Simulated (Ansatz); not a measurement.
Total energies of FH5O2Si2, SMILES `O[SiH](O)[SiH2]F`.

```csv
atom,x (Å),y (Å),z (Å)
O1,-0.2727,1.8983,-0.3833
Si2,-0.1705,0.3017,-0.7680
O3,1.2664,-0.1202,-1.4486
Si4,-0.3185,-0.9906,1.1932
F5,0.4088,-0.1406,2.3566
H6,0.2528,2.2066,0.3578
H7,-1.2867,0.0957,-1.7263
H8,1.4929,0.2599,-2.2997
H9,-1.7296,-1.2004,1.6148
H10,0.3572,-2.3104,1.1035
```

Total charge 0; spin multiplicity 1. The structure was optimised at the PBE0-D4/def2-TZVP level. It is one conformer, not always the lowest. Basis def2-TZVPP, Ansatz 0.2.0.

RPA on PBE orbitals: Hartree–Fock energy of these orbitals -830.17366 Eh, correlation -1.55219 Eh (frozen core).

```
             functional  energy without D4 (Eh)  D4 term (kJ/mol)
                    PBE              -832.01255             -20.3
                 revPBE              -832.35895             -57.4
                 r2SCAN              -832.40786              -4.9
                 B97M-V              -832.34240                 –
                   PBE0              -832.07137             -17.3
                  B3LYP              -832.62050             -32.9
                r2SCANh              -832.39005              -5.3
                r2SCAN0              -832.36469              -5.9
HSE06 (plane-wave form)              -832.04735             -16.2
                  BHLYP              -832.46996             -26.4
              CAM-B3LYP              -832.52285             -17.7
                LC-ωPBE              -832.25393                 –
                ωB97X-V              -832.39815                 –
                ωB97M-V              -832.46009                 –
```

Give the same for LDA (SPW92), BLYP, B2PLYP, PBE-QIDH. (Estimate.)

The calculation gave: 
```
 functional  energy without D4 (Eh)  D4 term (kJ/mol)
LDA (SPW92)              -828.51933                 –
       BLYP              -832.53263             -44.1
     B2PLYP              -832.18800                 –
   PBE-QIDH              -831.87557                 –
```

B3LYP takes the VWN-RPA correlation (the form of Gaussian; ORCA's B3LYP/G). HSE06 is the plane-wave form, built on full-range PBE exchange. The double hybrids freeze the cores in their second-order part.

LC-ωPBE has ω = 0.4 bohr⁻¹.
